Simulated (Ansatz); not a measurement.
One change: `[CH3][Zr]12345678([OH])([C@H]9[C@@H]1[C@@H]2[C@@H]3[C@H]94)[C@H]1[C@@H]5[C@@H]6[C@@H]7[C@H]18` becomes `[CH3][Ti]12345678([OH])([C@H]9[C@@H]1[C@@H]2[C@@H]3[C@H]94)[C@H]1[C@@H]5[C@@H]6[C@@H]7[C@H]18`.

Ansatz, PBE0-D4/def2-TZVP geometries, multiplicity 1. Each molecule was computed in one conformer, which needn't be the lowest.

Elements past krypton have def2 core potentials. Scalar relativity is left out up to krypton.

| property | `[CH3][Zr]12345678([OH])([C@H]9[C@@H]1[C@@H]2[C@@H]3[C@H]94)[C@H]1[C@@H]5[C@@H]6[C@@H]7[C@H]18` |
| --- | --- |
| HOMO–LUMO gap (PBE0/def2-TZVPP) / eV | 6.09 |
| HOMO–LUMO gap (PBE/def2-TZVPP) / eV | 4.06 |
| HOMO energy (ωB97M-V/def2-TZVPP) / eV | -8.75 |
| HOMO energy (PBE0/def2-TZVPP) / eV | -6.67 |
| LUMO energy (ωB97M-V/def2-TZVPP) / eV | 1.03 |
| LUMO energy (PBE0/def2-TZVPP) / eV | -0.58 |

Problem. What does the change do to each property? (Best estimate.)

Solution. The calculation gave: 
| property | `[CH3][Ti]12345678([OH])([C@H]9[C@@H]1[C@@H]2[C@@H]3[C@H]94)[C@H]1[C@@H]5[C@@H]6[C@@H]7[C@H]18` | shift |
| --- | --- | --- |
| HOMO–LUMO gap (PBE0/def2-TZVPP) / eV | 5.43 | -0.66 |
| HOMO–LUMO gap (PBE/def2-TZVPP) / eV | 3.34 | -0.72 |
| HOMO energy (ωB97M-V/def2-TZVPP) / eV | -8.54 | 0.21 |
| HOMO energy (PBE0/def2-TZVPP) / eV | -6.48 | 0.19 |
| LUMO energy (ωB97M-V/def2-TZVPP) / eV | 1.09 | 0.06 |
| LUMO energy (PBE0/def2-TZVPP) / eV | -1.06 | -0.48 |

With PBE0 the HOMO rises by 0.19 eV and the LUMO falls by 0.48 eV, so the gap narrows by about 0.67 eV. PBE moves the HOMO by 0.06 eV and ωB97M-V by 0.21 eV.

Positive LUMOs are unbound, so they and the gaps depend on the basis.
